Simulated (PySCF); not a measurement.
BrClSn, neutral, multiplicity 1. Atoms are numbered in the order given.

```xyz
3

Sn     0.6866    -0.5709     0.0000
Cl    -1.2905    -1.8661     0.0000
Br    -0.3541     1.7219     0.0000
```

Geometry: PBE0-D3(BJ)/def2-TZVP. The def2 effective core potentials stand for the cores of Sn; spin–orbit coupling is left out.

These are PySCF with TDDFT-B3LYP/def2-SVPD values and carry that method's errors.

Vertical excitations. The molecule is in vacuum. State labels are in the subgroup Cs.

Computed excitation energies, oscillator strengths and character:
| state | symmetry | energy (eV) | λ (nm) | f | main pairs |
|---|---|---|---|---|---|
| S1 | A" | 3.47 | 357 | 0.011 | HOMO→LUMO 91 % |
| S2 | A" | 3.69 | 336 | 0.005 | HOMO−1→LUMO 91 % |
| S3 | A' | 4.24 | 293 | 0.028 | HOMO−2→LUMO 94 % |
| S4 | A" | 4.76 | 260 | 0.010 | HOMO−4→LUMO 98 % |
| S5 | A' | 5.02 | 247 | 0.008 | HOMO−3→LUMO 91 % |
| S6 | A" | 5.46 | 227 | 0.001 | HOMO−5→LUMO 99 % |
| S7 | A' | 5.71 | 217 | 0.043 | HOMO→LUMO+1 51 %, HOMO−1→LUMO+1 41 % |
| S8 | A' | 5.84 | 212 | 0.087 | HOMO→LUMO+2 53 %, HOMO−1→LUMO+1 19 %, HOMO→LUMO+1 14 %, HOMO−1→LUMO+2 10 % |
| S9 | A" | 6.04 | 205 | 0.008 | HOMO−2→LUMO+1 98 % |
| S10 | A' | 6.06 | 205 | 0.079 | HOMO−1→LUMO+2 60 %, HOMO→LUMO+2 22 %, HOMO−1→LUMO+1 10 % |
| T1 | A" | 2.75 | 451 | 0 | HOMO→LUMO 94 % |
| T2 | A" | 3.52 | 352 | 0 | HOMO−1→LUMO 96 % |
| T3 | A' | 3.65 | 340 | 0 | HOMO−2→LUMO 99 % |
| T4 | A' | 4.35 | 285 | 0 | HOMO−3→LUMO 99 % |
Triplets are in the Tamm–Dancoff approximation, which puts them higher than full response would, so one can lie above its singlet here.
